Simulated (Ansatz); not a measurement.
Stepwise reaction of `F[SiH](S)S` with methanol, as a gas-phase model of exchange steps in deposition or etching. ΔE in kJ/mol.

Gas-phase electronic energies from Ansatz, PBE0-D4/def2-TZVP geometries. CCSD(T)/CBS adds triple-zeta CCSD(T) − MP2 to the extrapolated MP2 energy (def2 sets, frozen cores). This one scheme is used for every species. Functionals use def2-TZVPP. B3LYP here is the variant with VWN-RPA as its local correlation; programs differ in this. Each species was taken in one conformer, which may not be the lowest.

```
step                                    reaction  PBE-D4  B3LYP-D4  ωB97M-V  CCSD(T)/CBS
   1  `F[SiH](S)S` + CH₃OH → `CO[SiH](F)S` + H₂S   -35.8     -51.8    -51.0        -50.0
```

Problem. Give the row of step 2, `CO[SiH](F)S` + CH₃OH → `CO[SiH](F)OC` + H₂S. (An estimate is asked.)

Solution. The calculation gave: 
```tsv
step	reaction	PBE-D4	B3LYP-D4	ωB97M-V	CCSD(T)/CBS
2	`CO[SiH](F)S` + CH₃OH → `CO[SiH](F)OC` + H₂S	-45.7	-62.1	-59.6	-59.5
```

Problem. By hand: ΔE of the 2 steps together at CCSD(T)/CBS.

Solution. (-50.0) + (-59.5) = -109.5 kJ/mol, or -54.8 kJ/mol a step.

In ΔE each step is lower than the one before. All are downhill at CCSD(T)/CBS. PBE-D4 differs from CCSD(T)/CBS by 13.8 to 14.2 kJ/mol a step. Isolated molecules leave out the surface, adducts and barriers. Largest T1 diagnostic: 0.012.
